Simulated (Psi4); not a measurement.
A dimer, C2H2 ··· BF3 (SMILES C#C and FB(F)F); the first 4 atoms form monomer A.

```
8

C      0.5900     0.0169    -0.0983
C     -0.5900    -0.0170     0.0983
H      1.6378     0.0473    -0.2729
H     -1.6378    -0.0472     0.2729
F      4.2471     0.2005     0.6869
B      4.2409    -1.0900     0.4311
F      3.2916    -1.8552     0.9244
F      5.1843    -1.6163    -0.3195
```

Q: What interaction energy does SAPT0/jun-cc-pVDZ, frozen core in Psi4 give, and which attractive term is the largest?

A: Total 4.88 kJ/mol: electrostatics 4.45, exchange 3.35, induction -0.50, dispersion -2.43. The most attractive term is dispersion.
